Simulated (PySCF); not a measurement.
## Ar¹²⁺: ionisation energy

Ar¹²⁺ [He] 2s2 2p2 (3P) → Ar¹³⁺ [He] 2s2 2p1 (2P), as a difference of total energies. All numbers are calculated (PySCF 2.14, no relativity, point nucleus, in an even-tempered Gaussian basis (18 s from 1.6 bohr⁻², ratio 2.2; 11 p from 2 bohr⁻², ratio 2.2; 6 d from 10 bohr⁻², ratio 2.4; 5 f from 15 bohr⁻², ratio 2.4; 5 g from 22 bohr⁻², ratio 2.4)). Correlated levels: nothing frozen; virtual orbitals above 40 to 60 times the deepest correlated orbital energy dropped. The calculations carry no spin-orbit coupling.

```tsv
method	ionisation energy (eV)
UHF	685.39
LDA	685.27
PBE	685.60
PBE0	685.79
r2SCAN	686.78
PBEsol	685.06
r2SCAN0	686.68
MP2 (all electrons)	685.56
SCS-MP2 (all electrons)	685.26
```

A first-order spin-orbit estimate (lowest level to lowest level, LS coupling) adds -0.103 eV.

These non-relativistic numbers lack the scalar-relativistic shift.

For comparison: 685.5 ± 0.3 eV (semi-empirical (NIST evaluation); NIST Atomic Spectra Database, ionization energies).
